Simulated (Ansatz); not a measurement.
Ansatz (an electronic-structure program) input (MP2/6-31G* with LANL2DZ past Ar): The .json file joins the Basis Set Exchange's 6-31G* for atoms up to Ar and LANL2DZ past it.

Ansatz 0.2 input:
```yaml
crystal:
  periodic: [false, false, false]
  atoms:
    - {symbol: Te, position_ang: [0.00000000, 0.00000000, 0.00000000]}
    - {symbol: Cl, position_ang: [0.00000000, 0.00000000, 2.60950906]}
    - {symbol: Cl, position_ang: [-0.00000000, -0.00000000, -2.60950906]}
basis:
  gaussian:
    orbitals: 6-31Gs+LANL2DZ.json
total_charge: -1
magnetization: {spin_polarized: true, initial_magnetization: 1}
correlation: {method: mp2, electrons: outside_noble_gas}
relax: {f_tol: 0.003, max_steps: 120}
```

Q: What final total energy does it give?

A: -927.19461 Eh.
